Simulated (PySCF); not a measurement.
## How methods differ on the excitation energy of Co

Co [Ar] 3d7 4s2 (4F) → Co [Ar] 3d9 (2D), as a difference of total energies. Computed with PySCF 2.14 in x2c-TZVPPall, with the spin-free X2C one-electron Hamiltonian (Gaussian nucleus). Correlated levels: valence: [Ar] frozen. The calculations carry no spin-orbit coupling.

```csv
method,excitation energy (eV)
UHF,7.675
MP2 (valence),2.252
SCS-MP2 (valence),2.753
CCSD (valence),4.522
CCSD(T) (valence),4.063
```

Q: How much does correlation contribute at CCSD(T) (valence)?

A: 4.063 − (7.675) = -3.612 eV, measured against UHF.

A first-order spin-orbit estimate (lowest level to lowest level, LS coupling) adds 0.043 eV.

The coupled-cluster amplitudes are large for the upper state (T1 above 0.03 or a double amplitude above 0.15), so a single reference is strained.
